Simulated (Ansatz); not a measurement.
CH$_{4}$Cd, singlet, geometry from GFN2-xTB (such geometries of metal compounds can be far from the true shape) (core potentials on Cd), atoms displaced at random by about 0.08 Å a coordinate; R2SCAN/def2-SVP, gradient (Ansatz, a program for electronic structure).

Input for Ansatz:
Ansatz 0.2 input:
```yaml
crystal:
  periodic: [false, false, false]
  atoms:
    - {symbol: Cd, position_ang: [-0.41547124, -0.06993062, -0.12238434]}
    - {symbol: H, position_ang: [-1.91785058, -0.90433061, -0.34569632]}
    - {symbol: C, position_ang: [1.65930947, 0.89223038, 0.25731156]}
    - {symbol: H, position_ang: [2.03350258, 0.57204844, 1.15818675]}
    - {symbol: H, position_ang: [1.54210068, 1.97874571, 0.07686183]}
    - {symbol: H, position_ang: [2.33294846, 0.57588892, -0.54072426]}
basis:
  gaussian:
    orbitals: def2-SVP
hamiltonian:
  xc: r2scan
output: {forces: true}
```

Question: Predict the main parts of the log of this Ansatz run.

Answer: 
```
Functional definition: r2SCAN
698 factors; their error is unknown
mean field evaluation 1: about -5656.8090 eV, gradient 5.5e1 eV
mean field evaluation 2: about -5637.8526 eV, gradient 8.7e1 eV
mean field evaluation 4: about -5665.1430 eV, gradient 5.6e0 eV
mean field evaluation 8: about -5665.2158 eV, gradient 1.3e-1 eV
mean field -5665.21587293 eV, -208.1928433089 hartree, gradient 4.0e-5 eV, S^2 0.000000; 0 other end points of the search recorded, 0 dependent functions left out
the calculation of the forces begins
reference -5665.21588580 eV, -208.1928437819 hartree; 15, 15 occupied and 50, 50 virtual orbitals, 698 factors
Total energy: -5665.21588580 eV, -208.1928437819 hartree
Atom 0 at    -0.415471    -0.069931    -0.122384 Å, force     0.979799     0.188861     0.262373 eV/Å
Atom 1 at    -1.917851    -0.904331    -0.345696 Å, force     0.480939     0.364070     0.037905 eV/Å
Atom 2 at     1.659309     0.892230     0.257312 Å, force    -2.641292     0.499912    -3.518499 eV/Å
Atom 3 at     2.033503     0.572048     1.158187 Å, force     0.981772    -0.464683     2.786602 eV/Å
Atom 4 at     1.542101     1.978746     0.076862 Å, force     0.042745    -0.177334     0.712324 eV/Å
Atom 5 at     2.332948     0.575889    -0.540724 Å, force     0.156038    -0.410826    -0.280706 eV/Å
Dipole moment:     0.057907     0.062966    -0.013957 e Å
```
